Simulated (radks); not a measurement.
Excited configurations of N I: one electron is placed in a higher orbital outside [He] 2s2 2p2. The ground configuration is [He] 2s2 2p3. Method: non-relativistic Kohn-Sham, PBE, spin-polarised, spherical densities, point nucleus; open shells are filled with parallel spins first; computed with a radial shooting solver on a logarithmic mesh with Libxc functionals. Excitation = E - E(ground); binding = E(ion) - E, where the ion is the core of charge +1; n* = 1/sqrt(2 binding) in atomic units, and the quantum defect is n - n*.

outer orbital  excitation (eV)  binding (eV)     n*  quantum defect  eigenvalue (eV)  <r> (bohr)
3d                      13.224         1.686  2.841           0.159           -0.791       9.605
4s                      12.925         1.985  2.618           1.382           -1.226       11.18
4p                      13.354         1.556  2.957           1.043           -0.931       13.48
4f                      13.947         0.963  3.758           0.242           -0.482       16.80
5f                      14.242         0.668  4.514           0.486           -0.405       28.60
6s                      14.166         0.744  4.277           1.723           -0.504       31.04
6d                      14.388         0.522  5.104           0.896           -0.351       42.50

The Delta-SCF ionisation energy is 14.910 eV (NIST Atomic Spectra Database: 14.534 eV, measured). Self-interaction in the functional shifts the binding energies and quantum defects, so they are the method's values and not measured ones. Open shells are spherical and high-spin; term and fine-structure splittings are not resolved.
